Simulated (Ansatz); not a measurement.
`I[SiH]1C=CN1` → `C=C1N[SiH]1I`  (isomerisation)

Program: Ansatz. Geometries: PBE0-D4/def2-TZVP. ΔE: electronic, gas phase. CBS: MP2 limit from def2 TZ/QZ plus the TZ coupled-cluster correction, frozen cores. Functionals use def2-TZVPP. Elements past krypton have def2 core potentials. For I outer-core shells are correlated without core-valence functions, which leaves a few kJ/mol of doubt a bond.

```
       species  PBE0 energy (Eh)
`I[SiH]1C=CN1`        -720.38715
`C=C1N[SiH]1I`        -720.35433
```

Work out ΔE.

ΔE = (-720.35433) − (-720.38715) = 0.03282 Eh = +86.2 kJ/mol. CCSD(T)/CBS gives +93.1 kJ/mol.

Largest T1 diagnostic among the species: 0.012.

From PBE to PBE0 (25 % exact exchange), in def2-TZVPP and without D4, ΔE moves by +10.4 kJ/mol. In def2-TZVPP, CCSD(T) changes the Hartree–Fock value by −8.6 kJ/mol (the triples alone add −1.6 kJ/mol) and MP2 by −6.8 kJ/mol.
